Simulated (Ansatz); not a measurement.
Start from `CC(N)F` and change one atom or group to get `C[CH](N)[GaH2]`.

Ansatz, PBE0-D4/def2-TZVP geometries, multiplicity 1. Each molecule was computed in one conformer, which needn't be the lowest. `C[CH](N)[GaH2]` holds a close contact that its SMILES doesn't draw: Ga···N 2.54 Å.

Scalar relativity is left out up to krypton.

```
                                          property  `CC(N)F`
                LUMO energy (PBE0/def2-TZVPP) / eV      1.20
             HOMO energy (ωB97M-V/def2-TZVPP) / eV    -10.28
size of the dipole moment (ωB97M-V/def2-TZVPP) / D      1.05
             LUMO energy (ωB97M-V/def2-TZVPP) / eV      2.57
    size of the dipole moment (PBE/def2-TZVPP) / D      1.02
                HOMO energy (PBE0/def2-TZVPP) / eV     -7.83
```

Question: Give the same properties after the change, and the shifts. (Estimate.)

Answer: The calculation gave: 
```
                                          property  `C[CH](N)[GaH2]`  shift
                LUMO energy (PBE0/def2-TZVPP) / eV             -1.05  -2.25
             HOMO energy (ωB97M-V/def2-TZVPP) / eV             -8.30   1.98
size of the dipole moment (ωB97M-V/def2-TZVPP) / D              0.38  -0.67
             LUMO energy (ωB97M-V/def2-TZVPP) / eV              0.59  -1.98
    size of the dipole moment (PBE/def2-TZVPP) / D              0.85  -0.17
                HOMO energy (PBE0/def2-TZVPP) / eV             -6.12   1.71
```

With PBE0 the HOMO rises by 1.71 eV and the LUMO falls by 2.25 eV, so the gap narrows by about 3.96 eV. PBE moves the HOMO by 1.22 eV and ωB97M-V by 1.98 eV. The zero-point energy changes by 24.4 kJ/mol with +6 modes. Dipoles are sizes alone; their direction can turn.
